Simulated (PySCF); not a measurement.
H$_{2}$Si$_{2}$ (SMILES [Si]=[SiH2]), singlet, at a GFN2-xTB geometry; SA2-CASSCF(4,6)/STO-3G (PySCF).

Here is a job for PySCF.
```python
from pyscf import gto, scf, mcscf
import numpy

mol = gto.M(
    atom='''
Si   -0.913803   -0.111535    0.260461
Si    1.175250    0.094191   -0.311145
H    -1.642483    1.114691   -0.168304
H    -2.017765   -0.871874    0.877872
''',
    basis='sto-3g',
    charge=0,
    spin=0,
    verbose=4,
)

mf = scf.RHF(mol)
mf.kernel()
mc = mcscf.CASSCF(mf, 6, 4)
mc.fix_spin_(ss=0.0)
mc = mc.state_average_([0.5, 0.5])
mc.kernel()
```

Output, abridged:

```
PySCF version 2.14.0

[INPUT] verbose = 4
[INPUT] num. atoms = 4
[INPUT] num. electrons = 30
[INPUT] charge = 0
[INPUT] spin (= nelec alpha-beta = 2S) = 0
[INPUT] symmetry False subgroup None
[INPUT] Mole.unit = angstrom
[INPUT] Symbol           X                Y                Z      unit          X                Y                Z       unit  Magmom
[INPUT]  1 Si    -0.913803000000  -0.111535000000   0.260461000000 AA   -1.726837401806  -0.210770603303   0.492199956130 Bohr   0.0
[INPUT]  2 Si     1.175250000000   0.094191000000  -0.311145000000 AA    2.220900627895   0.177995193399  -0.587978835028 Bohr   0.0
[INPUT]  3 H     -1.642483000000   1.114691000000  -0.168304000000 AA   -3.103843034254   2.106460703518  -0.318048465669 Bohr   0.0
[INPUT]  4 H     -2.017765000000  -0.871874000000   0.877872000000 AA   -3.813023233733  -1.647603075129   1.658937652424 Bohr   0.0

nuclear repulsion = 62.4613591084453
number of shells = 12
number of NR pGTOs = 60
number of NR cGTOs = 20
basis = sto-3g
ecp = {}

******** <class 'pyscf.scf.hf.RHF'> ********
method = RHF
initial guess = minao
damping factor = 0
level_shift factor = 0
DIIS = <class 'pyscf.scf.diis.CDIIS'>
diis_start_cycle = 1
diis_space = 8
diis_damp = 0
SCF conv_tol = 1e-09
SCF conv_tol_grad = None
SCF max_cycles = 50
direct_scf = True
direct_scf_tol = 1e-13
Set gradient conv threshold to 3.16228e-05
Initial guess from minao.
init E= -571.680968003266
  HOMO = -0.0612524935724057  LUMO = 0.027455163070636  gap/eV = 2.41386
cycle= 1 E= -572.16450768206  delta_E= -0.484  |g|= 0.165  |ddm|= 2.55
  HOMO = -0.107782136190698  LUMO = 0.187081301429675  gap/eV = 8.02364
cycle= 2 E= -572.177133441173  delta_E= -0.0126  |g|= 0.113  |ddm|= 0.622
  HOMO = -0.108400298501832  LUMO = 0.224789973438768  gap/eV = 9.06657
cycle= 3 E= -572.182773820462  delta_E= -0.00564  |g|= 0.0172  |ddm|= 0.217
  HOMO = -0.110418802611266  LUMO = 0.22587369712816  gap/eV = 9.15099
cycle= 4 E= -572.183085719743  delta_E= -0.000312  |g|= 0.0046  |ddm|= 0.0628
  HOMO = -0.109795927538153  LUMO = 0.226944290579838  gap/eV = 9.16317
cycle= 5 E= -572.183113149567  delta_E= -2.74e-05  |g|= 0.00225  |ddm|= 0.0189
  HOMO = -0.109877480188002  LUMO = 0.227702826578627  gap/eV = 9.18603
cycle= 6 E= -572.18312238708  delta_E= -9.24e-06  |g|= 0.000204  |ddm|= 0.0186
  HOMO = -0.109850797431785  LUMO = 0.227722581596179  gap/eV = 9.18584
cycle= 7 E= -572.183122454866  delta_E= -6.78e-08  |g|= 3.6e-05  |ddm|= 0.00152
  HOMO = -0.109852975122146  LUMO = 0.227727494425584  gap/eV = 9.18603
cycle= 8 E= -572.183122456991  delta_E= -2.13e-09  |g|= 1.29e-05  |ddm|= 0.000161
  HOMO = -0.109852659612115  LUMO = 0.227726863071659  gap/eV = 9.18601
cycle= 9 E= -572.183122457367  delta_E= -3.76e-10  |g|= 2.82e-06  |ddm|= 8.59e-05
  HOMO = -0.109852732492367  LUMO = 0.227727984293848  gap/eV = 9.18604
Extra cycle  E= -572.183122457378  delta_E= -1.09e-11  |g|= 1.48e-06  |ddm|= 9.34e-06
converged SCF energy = -572.183122457378

******** <class 'pyscf.mcscf.addons.StateAverageCASSCF'> ********
CAS (2e+2e, 6o), ncore = 13, nvir = 1
max_cycle_macro = 50
max_cycle_micro = 4
conv_tol = 1e-07
conv_tol_grad = None
orbital rotation max_stepsize = 0.02
orbital rotation threshold for CI restart = 0.01
augmented hessian ah_max_cycle = 30
augmented hessian ah_conv_tol = 1e-12
augmented hessian ah_linear dependence = 1e-14
augmented hessian ah_level shift = 1e-08
augmented hessian ah_start_tol = 2.5
augmented hessian ah_start_cycle = 3
augmented hessian ah_grad_trust_region = 3
kf_trust_region = 3
kf_interval = 4
ci_response_space = 4
ci_grad_trust_region = 3
with_dep4 0
natorb = False
canonicalization = True
sorting_mo_energy = False
ao2mo_level = 2
internal_rotation = False
******** <class 'pyscf.mcscf.addons.StateAverageSpinPenaltyFCISolver'> ********
max. cycles = 50
conv_tol = 1e-08
davidson only = True
linear dependence = 1e-12
level shift = 0.001
max iter space = 12
nroots = 2
pspace_size = 400
spin = None
State-average over 2 states with weights [0.5, 0.5]
CASCI E = -572.228569510359  S^2 = 0.0000000
Set conv_tol_grad to 0.000316228
macro iter   1 ( 21 JK    4 micro), CASSCF E = -572.236779408619  dE = -8.20989826e-03  S^2 = 0.0000000
               |grad[o]|=0.0372  |ddm|=0.0509  |maxRot[o]|=0.289
macro iter   2 ( 21 JK    4 micro), CASSCF E = -572.237620661882  dE = -8.41253263e-04  S^2 = 0.0000000
               |grad[o]|=0.0127  |ddm|=0.00923  |maxRot[o]|=0.314
macro iter   3 ( 10 JK    3 micro), CASSCF E = -572.237675995515  dE = -5.53336324e-05  S^2 = 0.0000000
               |grad[o]|=0.00143  |ddm|=0.00244  |maxRot[o]|=0.0345
macro iter   4 (  6 JK    2 micro), CASSCF E = -572.237678894587  dE = -2.89907211e-06  S^2 = 0.0000000
               |grad[o]|=0.000292  |ddm|=0.000638  |maxRot[o]|=0.00765
macro iter   5 (  3 JK    1 micro), CASSCF E = -572.237678909888  dE = -1.53008841e-08  S^2 = 0.0000000
               |grad[o]|=3e-05  |ddm|=6.76e-05  |maxRot[o]|=0.000413
1-step CASSCF converged in   5 macro ( 61 JK  14 micro) steps
CASSCF canonicalization
Density matrix diagonal elements [1.95781157 1.30439977 0.49798877 0.19451472 0.04079344 0.00449172]
CASSCF energy = -572.237678909888
CASCI E = -572.237678909888  E(CI) = -2.94451713732940  S^2 = 0.0000000
CASCI state-averaged energy = -572.237678909888
CASCI energy for each state
  State 0 weight 0.5  E = -572.256781721861 S^2 = 0.0000000
  State 1 weight 0.5  E = -572.218576097914 S^2 = 0.0000000
```
